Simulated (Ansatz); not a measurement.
Program: Ansatz. Geometries: PBE0-D4/def2-TZVP. ΔE: electronic, gas phase. CBS: MP2 limit from def2 TZ/QZ plus the TZ coupled-cluster correction, frozen cores. This one scheme is used for every species. Functionals use def2-TZVPP. B3LYP here is the variant with VWN-RPA as its local correlation; programs differ in this. One conformer a species, not always the lowest.

`OC[SiH2]O` + orthosilicic acid → `O[SiH2]O[Si](O)(O)O` + CH₃OH  (ligand exchange at the Si–C bond)

`OC[SiH2]O`:

Z-matrix (Å, degrees):
```
C
Si 1 1.881
O 1 1.422 2 110.3
H 1 1.101 2 111.0 3 -123.9
H 1 1.094 2 110.6 3 118.3
O 2 1.658 1 107.3 3 47.6
H 2 1.492 1 111.0 3 168.9
H 2 1.482 1 110.8 3 -67.8
H 3 0.962 1 108.0 2 -44.8
H 6 0.957 2 117.7 1 92.1
```

`O[Si](O)(O)O`:

```xyz
9

O     0.127   -1.626    0.027
Si    0.000    0.000    0.000
O    -0.203    0.471    1.548
O    -1.267    0.601   -0.833
O     1.343    0.554   -0.742
H    -0.421   -2.088    0.662
H    -0.571    1.345    1.686
H    -1.164    0.662   -1.784
H     2.157    0.081   -0.564
```

`O[SiH2]O[Si](O)(O)O`:

```xyz
13

O     0.002    2.067    1.395
Si    0.602    0.603    1.810
O     0.049   -0.555    0.778
Si   -0.227   -0.653   -0.814
O     0.880   -1.503   -1.647
O    -0.139    0.898   -1.341
O    -1.662   -1.377   -1.081
H     0.005    2.245    0.449
H     2.085    0.579    1.761
H     0.106    0.298    3.168
H     0.738   -2.448   -1.722
H    -0.065    1.032   -2.287
H    -2.374   -1.184   -0.469
```

CH₃OH:

Z-matrix (Å, degrees):
```
C
O 1 1.409
H 1 1.097 2 112.4
H 1 1.090 2 107.0 3 -118.5
H 1 1.097 2 112.4 3 123.0
H 2 0.959 1 108.5 3 -61.6
```

(1) Is it downhill or uphill in electronic energy at CCSD(T)/CBS, and by how much? (An estimate is asked.)

(2) What do these levels give: PBE-D4, PBE0-D4, B3LYP-D4, ωB97X-V, B2PLYP, PBE? (Best estimate.)

Largest T1 diagnostic among the species: 0.012.

Results:

(1) Ansatz gave: Downhill: ΔE = -1.54 eV.

(2) Ansatz gave: PBE-D4 -1.36, PBE0-D4 -1.45, B3LYP-D4 -1.56, ωB97X-V -1.52, B2PLYP -1.55, PBE -1.33 eV.

From PBE to PBE0 (25 % exact exchange), in def2-TZVPP and without D4, ΔE moves by −0.09 eV. The D4 term adds −0.05 eV with B3LYP and −0.03 eV with PBE0; it sums over pairs of atoms, weighted by their polarisabilities, and B3LYP, whose exchange is more repulsive, gets the larger term.
